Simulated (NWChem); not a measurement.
Everything below was run with NWChem. System: CH3BO, charge 0, spin multiplicity 1, at a geometry optimised with B3LYP/def2-SVP. The structure started from a generated list of species. Level: RHF/def2-TZVP.

NWChem printed:

```
             Northwest Computational Chemistry Package (NWChem) 7.3.0
             --------------------------------------------------------

                                NWChem Input Module
                                -------------------

 Scaling coordinates for geometry "geometry" by  1.889725989
 (inverse scale =  0.529177249)

 Turning off AUTOSYM since
 SYMMETRY directive was detected!

                             Geometry "geometry" -> ""
                             -------------------------

 Output coordinates in angstroms (scale by  1.889725989 to convert to a.u.)

  No.       Tag          Charge          X              Y              Z
 ---- ---------------- ---------- -------------- -------------- --------------
    1 B                    5.0000     1.28729200     0.38173100     0.00000000
    2 H                    1.0000     1.75431800    -0.09507500     1.02181500
    3 H                    1.0000     1.75431800    -0.09507500    -1.02181500
    4 H                    1.0000     1.25096800     1.60167200     0.00000000
    5 O                    8.0000    -1.26588800    -0.37536900     0.00000000
    6 C                    6.0000    -0.17816000    -0.05287000     0.00000000

 Effective nuclear repulsion energy (a.u.)      56.3281492229

            Nuclear Dipole moment (a.u.)
            ----------------------------
        X                 Y               Z
 ---------------- ---------------- ----------------
     0.0000000000     0.0000094486     0.0000000000

      Symmetry information
      --------------------

 Group name             Cs
 Group number              2
 Group order               2
 No. of unique centers     5

      Symmetry unique atoms

     1    2    4    5    6


 Summary of "ao basis" -> "" (spherical)
 ------------------------------------------------------------------------------
       Tag                 Description            Shells   Functions and Types
 ---------------- ------------------------------  ------  ---------------------
 *                         def2-tzvp                  on all atoms

 Summary of "ao basis" -> "ao basis" (spherical)
 ------------------------------------------------------------------------------
       Tag                 Description            Shells   Functions and Types
 ---------------- ------------------------------  ------  ---------------------
 B                         def2-tzvp                11       31   5s3p2d1f
[...]
              MO Center=  1.2D+00,  6.9D-01, -5.2D-12, r^2= 2.0D+00
   Bfn.  Coefficient  Atom+Function         Bfn.  Coefficient  Atom+Function
  ----- ------------  ---------------      ----- ------------  ---------------
     7      0.260696  1 B  py                45      0.234683  4 H  s
    10      0.231190  1 B  py                46      0.160133  4 H  s
    44      0.154050  4 H  s

 Vector   11  Occ=2.000000D+00  E=-4.698496D-01  Symmetry=a"
              MO Center=  1.4D+00,  6.4D-02,  7.8D-12, r^2= 2.0D+00
   Bfn.  Coefficient  Atom+Function         Bfn.  Coefficient  Atom+Function
  ----- ------------  ---------------      ----- ------------  ---------------
     8      0.271923  1 B  pz                11      0.241147  1 B  pz
    33      0.203236  2 H  s                 39     -0.203236  3 H  s

 Vector   12  Occ=0.000000D+00  E= 9.669996D-02  Symmetry=a"
              MO Center= -1.1D-02, -4.2D-02,  6.7D-11, r^2= 2.6D+00
   Bfn.  Coefficient  Atom+Function         Bfn.  Coefficient  Atom+Function
  ----- ------------  ---------------      ----- ------------  ---------------
    94      0.571293  6 C  pz                34     -0.512339  2 H  s
    40      0.512339  3 H  s                 63     -0.430989  5 O  pz
    91      0.374892  6 C  pz                88      0.324440  6 C  pz
    57     -0.247282  5 O  pz                14      0.231129  1 B  pz
    60     -0.222939  5 O  pz

 Vector   13  Occ=0.000000D+00  E= 9.670376D-02  Symmetry=a'
              MO Center= -3.2D-02,  2.9D-02, -7.1D-11, r^2= 2.6D+00
   Bfn.  Coefficient  Atom+Function         Bfn.  Coefficient  Atom+Function
  ----- ------------  ---------------      ----- ------------  ---------------
    46      0.590936  4 H  s                 93     -0.548201  6 C  py
    62      0.413210  5 O  py                90     -0.359522  6 C  py
    87     -0.311064  6 C  py                34     -0.296477  2 H  s
    40     -0.296477  3 H  s                 56      0.237078  5 O  py
    13     -0.221904  1 B  py                59      0.213726  5 O  py

 Vector   14  Occ=0.000000D+00  E= 1.048000D-01  Symmetry=a'
              MO Center=  3.0D-02,  9.3D-03, -1.4D-14, r^2= 7.7D+00
   Bfn.  Coefficient  Atom+Function         Bfn.  Coefficient  Atom+Function
  ----- ------------  ---------------      ----- ------------  ---------------
     5      5.541555  1 B  s                 85     -3.789026  6 C  s
    92     -2.075805  6 C  px                12     -1.597890  1 B  px
    54     -1.080352  5 O  s                  4      0.962399  1 B  s
     9     -0.918976  1 B  px                34     -0.844523  2 H  s
    40     -0.844523  3 H  s                 46     -0.845298  4 H  s

 center of mass
 --------------
 x =  -0.15362521 y =  -0.04556055 z =   0.00000000

 moments of inertia (a.u.)
 ------------------
          30.622898232233         -52.580825865495           0.000000000000
         -52.580825865495         192.349810433237           0.000000000000
           0.000000000000           0.000000000000         207.941727259575

  Mulliken analysis of the total density
  --------------------------------------

    Atom       Charge   Shell Charges
 -----------   ------   -------------------------------------------------------
    1 B    5     5.33   0.91  1.07  0.43  0.48  0.06  1.05  1.09  0.14  0.04  0.06  0.01
    2 H    1     0.99   0.24  0.51  0.22  0.01
    3 H    1     0.99   0.24  0.51  0.22  0.01
    4 H    1     0.99   0.24  0.51  0.22  0.01
    5 O    8     8.15   0.79  1.18  0.60  0.94  0.30  1.82  1.87  0.62  0.01  0.03  0.00
    6 C    6     5.54   0.86  1.12  0.62  0.64  0.07  1.04  0.91  0.11  0.04  0.11  0.02

       Multipole analysis of the density wrt the origin
       ------------------------------------------------

     L   x y z        total         open         nuclear
     -   - - -        -----         ----         -------
     0   0 0 0     -0.000000      0.000000     22.000000

     1   1 0 0     -0.637747      0.000000      0.000000
     1   0 1 0     -0.189174      0.000000      0.000009
     1   0 0 1     -0.000000      0.000000      0.000000

     2   2 0 0    -17.385459      0.000000    103.618049
     2   1 1 0     -0.894551      0.000000     28.514841
     2   1 0 1      0.000000      0.000000      0.000000
     2   0 2 0    -14.633944      0.000000     15.912702
     2   0 1 1      0.000000      0.000000      0.000000
     2   0 0 2    -14.368701      0.000000      7.457139

 Task  times  cpu:        4.9s     wall:        4.9s

 Total times  cpu:        5.0s     wall:        5.0s
```

Task: Write an NWChem input that would produce this output.

Result: This is not unique; one that fits is 
```
start mol
memory heap 200 mb stack 900 mb global 1100 mb
geometry units angstroms nocenter noautoz
  B      1.287292     0.381731     0.000000
  H      1.754318    -0.095075     1.021815
  H      1.754318    -0.095075    -1.021815
  H      1.250968     1.601672     0.000000
  O     -1.265888    -0.375369     0.000000
  C     -0.178160    -0.052870     0.000000
  symmetry group Cs
end
basis spherical
  * library def2-tzvp
end
scf
  rhf
  nopen 0
  maxiter 100
  thresh 1e-7
  semidirect memsize 60000000 filesize 0
end
task scf energy
```
